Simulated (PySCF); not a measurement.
## Polarisability and C₆ of Sr²⁺ (strontium, charge +2)

[Kr], closed-shell 1S. Calculation: PySCF 2.14, in aug-cc-pwCVTZ-X2C (10s9p7d3f, 93 functions); the spin-free X2C one-electron Hamiltonian (Gaussian nucleus). Coupled (time-dependent) response in atomic units; α is the mean over directions.

```csv
method,mean α (bohr³),C₆ (like pair),S(−4)
wB97M-V,5.912,28.78,5.289
```

S(−4) is the Cauchy moment in α(ω) = α(0) + S(−4) ω² + …

α(iu) at wB97M-V:

```tsv
u (hartree)	α(iu) (bohr³)
0	5.912
0.0500	5.899
0.100	5.860
0.200	5.709
0.300	5.475
0.500	4.848
0.750	3.980
1.00	3.201
1.50	2.080
2.00	1.414
3.00	0.7543
5.00	0.3157
```

For an ion, C₆ is the dispersion term alone; charge-induced terms of lower order in 1/R come first.
